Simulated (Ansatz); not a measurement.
A first, cheap relaxation of `N=C(N)[Se][SiH3]`.

```yaml
crystal:
  periodic: [false, false, false]
  atoms:
    - {symbol: N, position_ang: [-0.754000, 1.328000, 1.233200]}
    - {symbol: C, position_ang: [-0.903000, 0.211300, 0.654500]}
    - {symbol: N, position_ang: [-0.892500, -0.969200, 1.433400]}
    - {symbol: Se, position_ang: [-1.028700, 0.093500, -1.254900]}
    - {symbol: Si, position_ang: [1.161900, -0.038200, -1.537600]}
    - {symbol: H, position_ang: [-0.830100, 2.268000, 0.657800]}
    - {symbol: H, position_ang: [-0.907100, -1.905800, 0.997900]}
    - {symbol: H, position_ang: [-0.712100, -0.897300, 2.477700]}
    - {symbol: H, position_ang: [1.781500, 1.206300, -0.937500]}
    - {symbol: H, position_ang: [1.481100, -0.151200, -2.926600]}
    - {symbol: H, position_ang: [1.668300, -1.202300, -0.777200]}
basis:
  gaussian: {orbitals: def2-SVP}
hamiltonian: {xc: pbe, dispersion: d4}
relax: {f_tol: 0.03, max_steps: 200}
```

```sh
$ ansatz run in.yaml --threads 4 --pin off --events-out ev --progress --plain --max-ram 10444MiB
```

Output, abridged:

```
Functional definition: PBE
mean field -77309.35215745 eV, -2841.0662896253 hartree, gradient 3.4e-5 eV, S^2 0.000000; 0 other end points of the search recorded, 0 dependent functions left out
relax step   1: F+E_penalty+E_count = -77309.64589303 eV  Δ(F+E_penalty+E_count) = +0.000e0 eV  max|allowed force component| = 2.985e0 eV/Å  Δτ_max = 0.0000 Å  (30 SCF iters, accepted)
mean field -77309.74372625 eV, -2841.0806795133 hartree, gradient 2.0e-5 eV, S^2 0.000000; 0 other end points of the search recorded, 0 dependent functions left out
relax step   2: F+E_penalty+E_count = -77310.03562567 eV  Δ(F+E_penalty+E_count) = -3.897e-1 eV  max|allowed force component| = 1.657e0 eV/Å  Δτ_max = 0.1888 Å  (37 SCF iters, accepted)
mean field -77309.85416957 eV, -2841.0847382304 hartree, gradient 2.2e-5 eV, S^2 0.000000; 0 other end points of the search recorded, 0 dependent functions left out
relax step   3: F+E_penalty+E_count = -77310.14257444 eV  Δ(F+E_penalty+E_count) = -1.069e-1 eV  max|allowed force component| = 1.412e0 eV/Å  Δτ_max = 0.1035 Å  (30 SCF iters, accepted)
mean field -77309.88177937 eV, -2841.0857528717 hartree, gradient 2.4e-5 eV, S^2 0.000000; 0 other end points of the search recorded, 0 dependent functions left out
relax step   4: F+E_penalty+E_count = -77310.17046874 eV  Δ(F+E_penalty+E_count) = -2.789e-2 eV  max|allowed force component| = 1.018e0 eV/Å  Δτ_max = 0.0247 Å  (30 SCF iters, accepted)
mean field -77309.88926016 eV, -2841.0860277860 hartree, gradient 9.3e-6 eV, S^2 0.000000; 0 other end points of the search recorded, 0 dependent functions left out
relax step   5: F+E_penalty+E_count = -77310.17505044 eV  Δ(F+E_penalty+E_count) = -4.582e-3 eV  max|allowed force component| = 7.239e-1 eV/Å  Δτ_max = 0.1446 Å  (31 SCF iters, accepted)
mean field -77309.90675225 eV, -2841.0866706084 hartree, gradient 2.3e-5 eV, S^2 0.000000; 0 other end points of the search recorded, 0 dependent functions left out
relax step   6: F+E_penalty+E_count = -77310.19430140 eV  Δ(F+E_penalty+E_count) = -1.925e-2 eV  max|allowed force component| = 2.736e-1 eV/Å  Δτ_max = 0.0684 Å  (31 SCF iters, accepted)
mean field -77309.90854552 eV, -2841.0867365099 hartree, gradient 2.1e-5 eV, S^2 0.000000; 0 other end points of the search recorded, 0 dependent functions left out
relax step   7: F+E_penalty+E_count = -77310.19655685 eV  Δ(F+E_penalty+E_count) = -2.255e-3 eV  max|allowed force component| = 7.240e-2 eV/Å  Δτ_max = 0.0233 Å  (30 SCF iters, accepted)
mean field -77309.91016566 eV, -2841.0867960487 hartree, gradient 2.1e-5 eV, S^2 0.000000; 0 other end points of the search recorded, 0 dependent functions left out
relax step   8: F+E_penalty+E_count = -77310.19742300 eV  Δ(F+E_penalty+E_count) = -8.662e-4 eV  max|allowed force component| = 3.228e-2 eV/Å  Δτ_max = 0.0319 Å  (31 SCF iters, accepted)
mean field -77309.91058297 eV, -2841.0868113846 hartree, gradient 2.2e-5 eV, S^2 0.000000; 0 other end points of the search recorded, 0 dependent functions left out
relax step   9: F+E_penalty+E_count = -77310.19795652 eV  Δ(F+E_penalty+E_count) = -5.335e-4 eV  max|allowed force component| = 5.693e-2 eV/Å  Δτ_max = 0.0448 Å  (30 SCF iters, accepted)
mean field -77309.91236908 eV, -2841.0868770229 hartree, gradient 2.5e-5 eV, S^2 0.000000; 0 other end points of the search recorded, 0 dependent functions left out
relax step  10: F+E_penalty+E_count = -77310.19996670 eV  Δ(F+E_penalty+E_count) = -2.010e-3 eV  max|allowed force component| = 1.445e-1 eV/Å  Δτ_max = 0.1061 Å  (29 SCF iters, accepted)
mean field -77309.91408829 eV, -2841.0869402026 hartree, gradient 2.4e-5 eV, S^2 0.000000; 0 other end points of the search recorded, 0 dependent functions left out
relax step  11: F+E_penalty+E_count = -77310.20202839 eV  Δ(F+E_penalty+E_count) = -2.062e-3 eV  max|allowed force component| = 1.688e-1 eV/Å  Δτ_max = 0.1043 Å  (29 SCF iters, accepted)
mean field -77309.91737174 eV, -2841.0870608675 hartree, gradient 1.9e-5 eV, S^2 0.000000; 0 other end points of the search recorded, 0 dependent functions left out
relax step  12: F+E_penalty+E_count = -77310.20514826 eV  Δ(F+E_penalty+E_count) = -3.120e-3 eV  max|allowed force component| = 2.066e-1 eV/Å  Δτ_max = 0.0887 Å  (30 SCF iters, accepted)
mean field -77309.92387515 eV, -2841.0872998631 hartree, gradient 2.5e-5 eV, S^2 0.000000; 0 other end points of the search recorded, 0 dependent functions left out
relax step  13: F+E_penalty+E_count = -77310.21213402 eV  Δ(F+E_penalty+E_count) = -6.986e-3 eV  max|allowed force component| = 2.276e-1 eV/Å  Δτ_max = 0.1141 Å  (30 SCF iters, accepted)
mean field -77309.93324454 eV, -2841.0876441821 hartree, gradient 7.5e-6 eV, S^2 0.000000; 0 other end points of the search recorded, 0 dependent functions left out
relax step  14: F+E_penalty+E_count = -77310.22219514 eV  Δ(F+E_penalty+E_count) = -1.006e-2 eV  max|allowed force component| = 2.651e-1 eV/Å  Δτ_max = 0.1433 Å  (31 SCF iters, accepted)
mean field -77309.93589231 eV, -2841.0877414858 hartree, gradient 1.4e-5 eV, S^2 0.000000; 0 other end points of the search recorded, 0 dependent functions left out
relax step  15: F+E_penalty+E_count = -77310.22429081 eV  Δ(F+E_penalty+E_count) = -2.096e-3 eV  max|allowed force component| = 5.134e-1 eV/Å  Δτ_max = 0.1964 Å  (30 SCF iters, accepted)
mean field -77309.93915982 eV, -2841.0878615647 hartree, gradient 2.1e-5 eV, S^2 0.000000; 0 other end points of the search recorded, 0 dependent functions left out
relax step  16: F+E_penalty+E_count = -77310.22861345 eV  Δ(F+E_penalty+E_count) = -4.323e-3 eV  max|allowed force component| = 4.317e-1 eV/Å  Δτ_max = 0.0970 Å  (30 SCF iters, accepted)
mean field -77309.92601810 eV, -2841.0873786152 hartree, gradient 9.5e-6 eV, S^2 0.000000; 0 other end points of the search recorded, 0 dependent functions left out
relax step  17: F+E_penalty+E_count = -77310.21490587 eV  Δ(F+E_penalty+E_count) = +1.371e-2 eV  max|allowed force component| = 3.678e-1 eV/Å  Δτ_max = 0.1999 Å  (31 SCF iters, rejected (line search))
mean field -77309.95269797 eV, -2841.0883590824 hartree, gradient 1.7e-5 eV, S^2 0.000000; 0 other end points of the search recorded, 0 dependent functions left out
relax step  18: F+E_penalty+E_count = -77310.24124048 eV  Δ(F+E_penalty+E_count) = -1.263e-2 eV  max|allowed force component| = 7.746e-2 eV/Å  Δτ_max = 0.0974 Å  (29 SCF iters, accepted)
mean field -77309.95419586 eV, -2841.0884141289 hartree, gradient 1.8e-5 eV, S^2 0.000000; 0 other end points of the search recorded, 0 dependent functions left out
relax step  19: F+E_penalty+E_count = -77310.24278418 eV  Δ(F+E_penalty+E_count) = -1.544e-3 eV  max|allowed force component| = 3.223e-2 eV/Å  Δτ_max = 0.0477 Å  (29 SCF iters, accepted)
mean field -77309.95543506 eV, -2841.0884596686 hartree, gradient 1.9e-5 eV, S^2 0.000000; 0 other end points of the search recorded, 0 dependent functions left out
relax step  20: F+E_penalty+E_count = -77310.24370238 eV  Δ(F+E_penalty+E_count) = -9.182e-4 eV  max|allowed force component| = 3.225e-2 eV/Å  Δτ_max = 0.0550 Å  (30 SCF iters, accepted)
mean field -77309.95570014 eV, -2841.0884694101 hartree, gradient 2.0e-5 eV, S^2 0.000000; 0 other end points of the search recorded, 0 dependent functions left out
relax step  21: F+E_penalty+E_count = -77310.24382927 eV  Δ(F+E_penalty+E_count) = -1.269e-4 eV  max|allowed force component| = 1.449e-2 eV/Å  Δτ_max = 0.0123 Å  (32 SCF iters, accepted)
mean field -77309.95570014 eV, -2841.0884694101 hartree, gradient 2.3e-5 eV, S^2 0.000000; 1 other end points of the search recorded, 0 dependent functions left out
Total energy: -77310.24386604 eV, -2841.0990593116 hartree
Atom 0 at    -0.284932     1.075640     1.288761 Å, force    -0.013048    -0.007191     0.000949 eV/Å
Atom 1 at    -0.803281     0.018314     0.794682 Å, force     0.014488     0.012672     0.003475 eV/Å
Atom 2 at    -1.448051    -0.924407     1.550791 Å, force     0.000903    -0.013068    -0.012998 eV/Å
Atom 3 at    -0.903279    -0.492273    -1.141957 Å, force     0.000890    -0.001179    -0.003097 eV/Å
Atom 4 at     1.241187     0.187017    -1.606219 Å, force     0.005240     0.003427     0.006470 eV/Å
Atom 5 at     0.023634     1.749537     0.577637 Å, force     0.000070    -0.001948     0.004818 eV/Å
Atom 6 at    -1.463295    -1.886368     1.213107 Å, force    -0.007928     0.006948     0.008825 eV/Å
Atom 7 at    -1.400299    -0.786016     2.563624 Å, force     0.006512     0.005254    -0.001936 eV/Å
Atom 8 at     1.410638     1.666190    -1.375310 Å, force    -0.001433    -0.009140    -0.001691 eV/Å
Atom 9 at     1.441089    -0.107659    -3.065607 Å, force    -0.001388    -0.001101    -0.000118 eV/Å
Atom 10 at     2.251889    -0.556875    -0.778810 Å, force    -0.004308     0.005327    -0.004698 eV/Å
Dipole moment:     0.038720    -0.318910     0.062013 e Å
```

Run time 2.2 min (4 threads of an Intel Xeon on a shared host); peak host memory 0.2 GiB.
